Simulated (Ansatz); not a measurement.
Molecule: MoH2, net charge 0, quintet state. The spin state was set by rule; other spins were not relaxed. SMILES: [MoH2]
Geometry from a B3LYP-D3(BJ)/def2-TZVP (Ansatz, an electronic-structure program) optimisation:
```xyz
3

Mo     0.0001    -0.0027    -0.0453
H      1.3883     0.0600     0.9546
H     -1.3935     0.0553     0.9474
```
Charge 0, spin multiplicity 5.

Quantity: atomisation energy (electronic, to ground-state atoms), in kcal/mol. Cores are frozen in the correlated levels unless marked. Open shells are spin-unrestricted. No spin-orbit coupling. Frozen are the shells of the preceding noble gas and the d and f shells that filled before the atom's block. In def2 rows, elements after Kr have scalar-relativistic effective core potentials. STO-3G rows are all-electron and non-relativistic. The coupled-cluster limit lacks core correlation, which all-electron functionals hold. Basis-set limits of correlation are two-point, X^-3; Hartree-Fock from the larger set.

```tsv
level	program	atomisation energy (kcal/mol)
revPBE-D3(BJ)/def2-TZVPD	Ansatz + dftd3	117.4
```

Problem. Predict the CCSD(T)/CBS(def2-TZVPPD,def2-QZVPPD) result (Ansatz).

Solution. 114.6 kcal/mol, so revPBE-D3(BJ)/def2-TZVPD differs from it by 2.8 kcal/mol.
